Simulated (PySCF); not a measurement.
# Spinor energies of La²⁰⁺ (lanthanum, charge +20)

Start: [Kr] 4d1; 4d5/2 filled at m_j = +5/2. Calculated with PySCF 2.14 in an uncontracted even-tempered set (18 s from 1.3 bohr⁻², ratio 2.8; 14 p from 1.7 bohr⁻², ratio 2.8; 9 d from 1.7 bohr⁻², ratio 2.8; 4 f from 5.8 bohr⁻², ratio 3): generalised Hartree-Fock with the X2C-1e Hamiltonian and a Gaussian nucleus; one run each with spin-orbit coupling (SO) screened by Boettger's factors, then bare. This is a chosen level, not necessarily the ground level.

```
spinor shell  electrons  ε, screened SO (eV)  ε, bare SO (eV)  weight of nominal j (bare SO)  rms radius, bare SO (bohr)
       1s1/2          2             -39654.5         -39654.1                          1.000                      0.0286
       2s1/2          2              -6869.9          -6869.8                          1.000                       0.116
       2p1/2          2              -6496.8          -6508.5                          1.000                      0.0998
       2p3/2          4              -6080.3          -6075.7                          1.000                       0.106
       3s1/2          2              -1910.3          -1910.2                          1.000                       0.302
       3p1/2          2              -1753.2          -1755.5                          1.000                       0.293
       3p3/2          4              -1668.4          -1667.5                          1.000                       0.305
       3d3/2          4              -1395.9          -1398.2                          0.999                       0.276
       3d5/2          6              -1378.6          -1377.1                          1.000                       0.280
       4s1/2          2              -751.17          -751.17                          1.000                       0.649
       4p1/2          2              -682.48          -683.09                          0.996                       0.664
       4p3/2          4              -662.12          -661.89                          0.998                       0.687
       4d5/2          1              -562.16          -561.80                          1.000                       0.708
```

| quantity | screened SO | bare SO |
| --- | --- | --- |
| E (hartree) | -8326.53665 | -8326.80619 |
| M_J | 5/2 | 5/2 |
| ⟨J²⟩ | 8.753 | 8.753 |
| ⟨L²⟩ | 6.028 | 6.031 |
| ⟨S²⟩ | 0.776 | 0.778 |

Each row is a mean over spinors that exchange with the open shell spreads, by up to 10.180 eV (4p3/2).

Breit and QED terms are absent; they matter most for the inner s and p1/2 levels.

Densities and radii are taken from the X2C orbitals without a picture-change correction, which distorts them close to the nucleus.
